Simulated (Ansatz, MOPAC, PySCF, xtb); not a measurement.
Noncovalent pair: C2H2 (SMILES C#C) (first 4 atoms) with H2S (SMILES S); geometry from B3LYP-D3(BJ)/def2-TZVP, rigid monomers moved along the line of their centres of mass till C2···H7 is 3.05 Å.
(charge 0, multiplicity 1):
```xyz
7

C      0.51859     0.27176    -0.15663
C     -0.59238    -0.14862    -0.00710
H      1.50477     0.64605    -0.28864
H     -1.57911    -0.52088     0.12656
S      0.18642     0.93696     4.15115
H      0.67661    -0.29729     4.34787
H      0.08735     0.75027     2.82357
```

Interaction energies are E(AB) − E(A) − E(B) at the monomers' geometry in the complex; basis-set methods are counterpoise corrected. Rows marked so take none.

Correlated levels freeze the cores. CBS(a, b) extrapolates the correlation energy as X⁻³ and adds the Hartree–Fock energy of set b. Rows in 6-31G*, STO-3G carry no dispersion term and start afresh at each structure (6-31G* with six Cartesian d functions). The state reached by PM6 isn't checked.

Codes used: Ansatz (Gaussian basis) for Hartree–Fock, density functionals and correlated methods; MOPAC for PM6 (differences of heats of formation); PySCF for 6-31G* rows, STO-3G rows; xtb for the GFN methods. Each number belongs to the level named beside it.

```csv
level,interaction energy (kcal/mol)
PM6,-0.58
GFN2-xTB,-1.25
HF/STO-3G (no counterpoise),-0.22
HF/6-31G*,-0.61
B3LYP/6-31G*,-0.88
B3LYP/6-31G* (no counterpoise),-1.33
MP2/aug-cc-pV(D+d)Z,-1.39
CCSD/aug-cc-pV(T+d)Z,?
"CCSD(T)/CBS(aug-cc-pV(D+d)Z, aug-cc-pV(T+d)Z)",-1.42
```

Question: Complete the blanks.

Answer: 
- CCSD/aug-cc-pV(T+d)Z, interaction energy (kcal/mol): -1.20

Ansatz is a first-principles code.
